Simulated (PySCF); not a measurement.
C5H8BFO2.
Cartesian coordinates in Å at the PBE0-D3(BJ)/def2-SVP level; atoms count from 1:
```xyz
17
C5H8BFO2 angstrom
C     -1.9041    0.2435   -0.5226
C     -1.4895   -0.9180    0.3746
B      0.0680   -1.0129    0.6841
O      0.5195    0.3328    1.3882
C      1.3220    1.1324    0.8768
F      1.5622    2.2126    1.5723
C      1.9743    0.9681   -0.3483
C      1.6730   -0.1991   -1.0343
O      0.8652   -1.0875   -0.6261
H     -1.6516    1.2171   -0.0697
H     -2.9872    0.2587   -0.7215
H     -1.4003    0.1988   -1.5028
H     -2.0243   -0.8633    1.3394
H     -1.8016   -1.8767   -0.0763
H      0.4436   -1.9160    1.4075
H      2.6699    1.7118   -0.7270
H      2.1488   -0.4073   -2.0038
```

Level: PBE0/def2-SVPD in PySCF, non-relativistic, on one gas-phase PBE0-D3(BJ)/def2-SVP geometry that isn't relaxed in the solvent. The solvent is an IEF-PCM continuum (van der Waals radii × 1.2), and excitations are vertical TDDFT with non-equilibrium linear response and a frozen core. Only the electrostatic response of the medium enters.

Gas-phase singlets (H = HOMO, L = LUMO):

```csv
state,E (eV),λ (nm),f,leading configurations
S1,3.740,332,0.022,H→L 98%
S2,5.455,227,0.007,"H-2→L 38%, H-4→L 31%, H-1→L 30%"
S3,5.663,219,0.027,"H-4→L 44%, H-1→L 38%, H-3→L 16%"
S4,5.899,210,0.061,"H-3→L 69%, H-1→L 19%, H-2→L 9%"
S5,5.923,209,0.042,"H-2→L 51%, H-4→L 23%, H-3→L 15%"
```

Task: Give the list for acetonitrile (ε = 35.69), n² = 1.81.

Result: 
```json
{"state": "S1", "E (eV)": "3.972", "λ (nm)": "312", "f": "0.043", "leading configurations": "H→L 98%", "change by rank (eV)": "+0.232"}
{"state": "S2", "E (eV)": "5.604", "λ (nm)": "221", "f": "0.006", "leading configurations": "H-4→L 52%, H-2→L 34%, H-1→L 12%", "change by rank (eV)": "+0.149"}
{"state": "S3", "E (eV)": "5.833", "λ (nm)": "213", "f": "0.101", "leading configurations": "H-1→L 80%, H-4→L 15%", "change by rank (eV)": "+0.170"}
{"state": "S4", "E (eV)": "6.157", "λ (nm)": "201", "f": "0.047", "leading configurations": "H-3→L 54%, H-2→L 25%, H-4→L 13%", "change by rank (eV)": "+0.258"}
{"state": "S5", "E (eV)": "6.234", "λ (nm)": "199", "f": "0.006", "leading configurations": "H-3→L 42%, H-2→L 40%, H-4→L 18%", "change by rank (eV)": "+0.311"}
```

Task: The ground-state energy changes by -0.199 eV from gas to acetonitrile. By how much does the total energy of gas-phase S1 change?

Result: E(S1) = E(S0) + excitation energy, so it changes by -0.199 + 0.232 = +0.033 eV: it isn't lowered at all, while the ground state is. This is the vertical state, with the slow part of the continuum still set for S0.

Task: How do the frontier levels move from gas to acetonitrile?

Result: 
```json
{"orbital": "LUMO+2", "gas (eV)": "0.95", "solvent (eV)": "1.18", "change (eV)": "+0.23"}
{"orbital": "LUMO+1", "gas (eV)": "0.42", "solvent (eV)": "0.57", "change (eV)": "+0.15"}
{"orbital": "LUMO", "gas (eV)": "-2.33", "solvent (eV)": "-2.06", "change (eV)": "+0.27"}
{"orbital": "HOMO", "gas (eV)": "-7.17", "solvent (eV)": "-7.11", "change (eV)": "+0.06"}
{"orbital": "HOMO-1", "gas (eV)": "-8.82", "solvent (eV)": "-8.75", "change (eV)": "+0.07"}
{"orbital": "HOMO-2", "gas (eV)": "-9.16", "solvent (eV)": "-9.23", "change (eV)": "-0.07"}
{"orbital": "HOMO-3", "gas (eV)": "-9.21", "solvent (eV)": "-9.29", "change (eV)": "-0.08"}
```

The HOMO–LUMO gap goes from 4.84 to 5.04 eV. Rows go by rank; for LUMO+1 and LUMO+2 the atom shares or the degeneracy differ between the runs, so the row needn't follow one orbital.

Hardware: one thread of an Arm Neoverse V2 (shared host). Cost: 50 s, 1.1 GiB resident at most. This is the whole response run at PBE0/def2-SVPD in acetonitrile, SCF included.
